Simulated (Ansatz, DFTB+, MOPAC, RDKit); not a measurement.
Molecule: C2H2O, charge 0, multiplicity 1. SMILES: C#CO

Atoms: C1, C2, O3, H4, H5. Bonds: C1-C2, C1-H4, C2-O3, O3-H5.

Bond lengths (Å) and angles (degrees) optimised at UFF with RDKit; PM3 with MOPAC; PM7 with MOPAC; SCC-DFTB with DFTB+; HF/3-21G with Ansatz (a quantum-chemistry and plane-wave program); B3LYP/6-31G* with Ansatz, each started from the B3LYP-D3(BJ)/def2-TZVP structure (Ansatz) of the last column. A row stands for all coordinates that are equal there. 6-31G* holds six Cartesian d functions. No wavenumbers were computed at UFF, SCC-DFTB, so these may be saddle points.

```
coordinate    UFF    PM3    PM7  SCC-DFTB  HF/3-21G  B3LYP/6-31G*  B3LYP-D3(BJ)/def2-TZVP
----------  -----  -----  -----  --------  --------  ------------  ----------------------
C1-C2       1.205  1.192  1.210     1.209     1.184         1.206                   1.198
C1-H4       1.058  1.064  1.026     1.072     1.048         1.064                   1.061
C2-O3       1.365  1.324  1.306     1.324     1.319         1.317                   1.307
O3-H5       1.012  0.953  1.006     0.979     0.969         0.972                   0.967
C1-C2-O3    180.0  175.3  174.8     175.7     179.6         176.4                   176.3
C2-C1-H4    180.0  179.9  179.8     179.0     179.2         179.0                   179.6
C2-O3-H5    120.0  105.1  109.4     110.3     113.8         109.7                   110.6
```

Mean signed difference of all 4 bond lengths from B3LYP-D3(BJ)/def2-TZVP: UFF 0.027 Å, PM3 0.000 Å, PM7 0.004 Å, SCC-DFTB 0.013 Å, HF/3-21G -0.003 Å, B3LYP/6-31G* 0.007 Å.
